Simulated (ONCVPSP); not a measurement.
# arsenic (As), ONCV: configuration errors across variants

| Property | Result |
| --- | --- |
| Element | arsenic (As) |
| Generator | ONCVPSP 4.0.1 |
| Type | optimised norm-conserving Vanderbilt (ONCV) |
| Functional | LDA (Perdew-Wang 92) |
| Relativity | scalar-relativistic |
| Frozen core | [Ne] |
| Valence charge | 23 |
| Reference configuration | 3s2 3p6 3d10 4s2 4p3 |
| Partial waves | 3s+4s: rc 1.10 bohr, ncon 4, nbas 7, qcut 14.4 1/bohr, 2 projectors; 3p+4p: rc 0.90 bohr, ncon 4, nbas 8, qcut 17.9 1/bohr, 2 projectors; 3d: rc 0.95 bohr, ncon 5, nbas 10, qcut 19.8 1/bohr, 3 projectors, debl 3.5 Ha |
| Local potential | polynomial inside 0.70 bohr (lpopt 5, dvloc0 2 Ha) |
| Core correction | polynomial model core, fcfact 0.5 |

All-electron excitation energies from the reference (eV): (1) 3s2 3p6 3d10 4s2 4p2 9.320; (2) 3s2 3p6 3d10 4s2 4p1 27.477; (3) 3s2 3p6 3d10 4s2 4p0 55.512; (4) 3s2 3p6 3d10 4s1 4p0 106.624.

1 further variants failed, have other tests or too few solved ones, and are left out.

Errors AE − PS in meV (a dash: test not solved or not reliable):

| change | (1) | (2) | (3) | (4) | bound ghosts | GHOST(+) flags above zero |
| --- | --- | --- | --- | --- | --- | --- |
| base | -0.1 | -0.8 | -1.9 | -6.4 | none | none |
| all radii but the core radius scaled by about 0.78 (s 0.86, p 0.70, d 0.74 bohr); local potential polynomial inside 0.54 bohr (lpopt 5, dvloc0 2 Ha) | -0.3 | -1.3 | -2.7 | -4.7 | none | s |
| all radii but the core radius scaled by about 1.13 (s 1.24, p 1.02, d 1.06 bohr); local potential polynomial inside 0.78 bohr (lpopt 5, dvloc0 2 Ha) | -0.6 | -2.1 | -4.2 | -11 | none | none |
| all radii but the core radius scaled by about 1.22 (s 1.34, p 1.10, d 1.16 bohr); local potential polynomial inside 0.84 bohr (lpopt 5, dvloc0 2 Ha) | -1.2 | -3.4 | -6.5 | -15 | none | none |

(1) Give the same row for: all radii but the core radius scaled by about 0.93 (s 1.02, p 0.84, d 0.88 bohr); local potential polynomial inside 0.64 bohr (lpopt 5, dvloc0 2 Ha).

## Answers

(1) -0.3, -1.2, -2.6, -6.3; bound ghosts: none; GHOST(+) flags above zero: none.
